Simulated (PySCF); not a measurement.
# `C[C@H](C#CCF)CBr`, C₆H₈BrF

Geometry:
| atom | x (Å) | y (Å) | z (Å) |
| --- | --- | --- | --- |
| C1 | -1.548 | 1.151 | 0.605 |
| C2 | -0.996 | -0.234 | 0.262 |
| C3 | 0.457 | -0.226 | 0.305 |
| C4 | 1.654 | -0.198 | 0.357 |
| C5 | 3.103 | -0.188 | 0.347 |
| F6 | 3.588 | -0.315 | -0.936 |
| C7 | -1.410 | -0.683 | -1.139 |
| Br8 | -3.335 | -0.986 | -1.255 |
| H9 | -2.635 | 1.141 | 0.571 |
| H10 | -1.235 | 1.442 | 1.604 |
| H11 | -1.180 | 1.891 | -0.103 |
| H12 | -1.362 | -0.963 | 0.995 |
| H13 | 3.490 | 0.760 | 0.741 |
| H14 | 3.502 | -1.032 | 0.924 |
| H15 | -0.935 | -1.627 | -1.406 |
| H16 | -1.167 | 0.074 | -1.884 |

Computed with PySCF, GIAO PBE0/pcSseg-1 magnetisability, rotational g tensor and spin-rotation constants, non-relativistic, gas phase. Geometry: GFN2-xTB.

The calculation is non-relativistic, which matters for the atoms heavier than Zn.

Task: What are the magnetisability and the molar susceptibility?

Result: Isotropic -1602 × 10⁻³⁰ J/T², or -96.5 × 10⁻⁶ cm³/mol; principal values -1710, -1583, -1512 × 10⁻³⁰ J/T², anisotropy 174 × 10⁻³⁰ J/T² (root of half the summed squared differences of the principal values). The susceptibility is in cgs units.

Task: Split it along the inertial axes a, b, c into diamagnetic and paramagnetic parts about the centre of mass, with the quadrupole moment.

Result: 
| axis | χ (10⁻⁶ cm³/mol) | diamagnetic (10⁻⁶ cm³/mol) | paramagnetic (10⁻⁶ cm³/mol) | summed x² of all electrons (Å²) | quadrupole Θ (D Å) |
| --- | --- | --- | --- | --- | --- |
| a | -102.0 | -453.5 | 351.5 | 619.1 | -2.04 |
| b | -95.1 | -2738.3 | 2643.1 | 80.5 | +0.29 |
| c | -92.2 | -2968.2 | 2876.0 | 26.4 | +1.75 |

Anisotropies 2χaa − χbb − χcc = -16.7 and 2χbb − χaa − χcc = +3.9 × 10⁻⁶ cm³/mol. Θ is traceless in Buckingham's convention.

Task: And the rotational g tensor?

Result: 
```
axis  rotational constant (GHz)        g  nuclear part  electronic part
   a                     3.6766  -0.0077        0.5994          -0.6071
   b                     0.4013  -0.0024        0.4959          -0.4983
   c                     0.3725  -0.0029        0.5004          -0.5033
```
Asymmetric top; isotopes 79Br, 12C, 19F, 1H; no vibrational averaging.
